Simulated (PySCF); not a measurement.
C₆ coefficients of unlike pairs at M06-L

Calculated with PySCF 2.14 from the dipole response of each species, C₆(A,B) = (3/π) ∫ α_A(iu) α_B(iu) du, in atomic units, from isotropic polarisabilities. For ions this is the dispersion term alone; charge-induced terms of lower order in 1/R come first.

```tsv
species	configuration	basis	relativity	α (bohr³)	C₆ (like pair)
Ar	[Ar] (1S)	aug-cc-pwCVDZ (6s5p3d)	none	10.08	59.96
Si³⁺	[Ne] 3s1 (2S)	def2-TZVPPD (6s5p4d1f)	none	6.939	13.18
Pt³⁺	[Xe] 4f14 5d7 (4F)	def2-TZVPPD with the def2 core potential (60 electrons) (6s5p3d2f1g)	core potential	5.864	33.85
S²⁺	[Ne] 3s2 3p2 (3P)	aug-cc-pV(T+d)Z with one added diffuse shell each of s, p, d, f type (7s6p5d3f)	none	7.078	25.84
```

(1) Estimate C₆ for S²⁺ with Pt³⁺.

No spin-orbit coupling is included.

The other pairs:

| pair | C₆ |
| --- | --- |
| S²⁺, Si³⁺ | 17.69 |
| Si³⁺, Ar | 26.36 |
| Pt³⁺, Si³⁺ | 17.82 |
| S²⁺, Ar | 39.24 |
| Pt³⁺, Ar | 43.51 |

Answers

(1) The integral gives 27.97. The combination rule 2 C_A C_B / (C_A α_B/α_A + C_B α_A/α_B) gives 28.09 and the geometric mean 29.57.
